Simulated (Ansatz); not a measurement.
Gas-phase electronic energies from Ansatz, PBE0-D4/def2-TZVP geometries. CCSD(T)/CBS is the MP2 limit (def2-TZVPP, def2-QZVPP) plus CCSD(T) − MP2 in def2-TZVPP, frozen cores. This one scheme is used for every species. DFT in def2-TZVPP. Each species was taken in one conformer, which may not be the lowest.

`O[Si](O)(F)Cl` + `Cc1ccc[nH]1` → `C[Si](O)(O)F` + `Clc1ccc[nH]1`  (formal exchange of groups at the Si–Cl bond)

`O[Si](O)(F)Cl`:

```xyz
7

O    -0.600    1.060    0.603
Si    0.231   -0.070   -0.207
O    -0.167   -1.522    0.371
F    -0.099    0.047   -1.752
Cl    2.236    0.153   -0.045
H    -0.546    1.973    0.317
H    -1.055   -1.640    0.713
```

`Cc1ccc[nH]1`:

Cartesian coordinates in Å:
```
C -0.822 0.581 -1.639
C -0.208 0.069 -0.388
C -0.152 -1.200 0.135
C 0.559 -1.134 1.360
C 0.916 0.173 1.552
N 0.446 0.889 0.487
H -1.291 -0.239 -2.182
H -0.081 1.038 -2.303
H -1.595 1.331 -1.440
H -0.579 -2.080 -0.321
H 0.782 -1.953 2.026
H 1.462 0.649 2.350
H 0.564 1.878 0.363
```

`C[Si](O)(O)F`:

Cartesian coordinates in Å:
```
C -0.772 0.341 1.109
Si 0.333 -0.228 -0.247
O -0.401 -1.452 -1.025
O 0.714 0.918 -1.350
F 1.714 -0.716 0.399
H -1.016 -0.487 1.778
H -1.703 0.738 0.701
H -0.293 1.125 1.700
H -0.058 -1.705 -1.883
H 1.482 1.465 -1.182
```

`Clc1ccc[nH]1`:

Z-matrix (Å, degrees):
```
C
C 1 1.368
N 1 1.360 2 109.0
Cl 1 1.703 2 130.6 3 -180.0
C 2 1.418 1 106.3 3 -0.0
H 2 1.077 1 125.8 3 -180.0
C 3 1.366 1 109.1 2 -0.0
H 3 1.004 1 124.4 2 180.0
H 5 1.078 2 126.4 1 -180.0
H 7 1.078 3 121.1 1 -180.0
```

```tsv
level	ΔE (kJ/mol)
B2PLYP	120.9
r2SCAN	120.6
HF/def2-TZVPP	136.6
SCS-MP2/def2-TZVPP	122.5
CCSD/def2-TZVPP	124.5
HF/def2-QZVPP	137.5
MP2/CBS(def2)	124.7
CCSD/CBS(def2)	126.0
```

Question: What does CCSD(T)/CBS give? (Best estimate.)

Answer: The calculation gave: +123.4 kJ/mol. The listed levels differ from it by -2.5, -2.8, 13.2, -0.9, 1.1, 14.1, 1.3, 2.6 kJ/mol.

Largest T1 diagnostic among the species: 0.011.

From PBE to PBE0 (25 % exact exchange), in def2-TZVPP and without D4, ΔE moves by +7.0 kJ/mol. In def2-TZVPP, CCSD(T) changes the Hartree–Fock value by −14.7 kJ/mol (the triples alone add −2.6 kJ/mol) and MP2 by −13.4 kJ/mol.
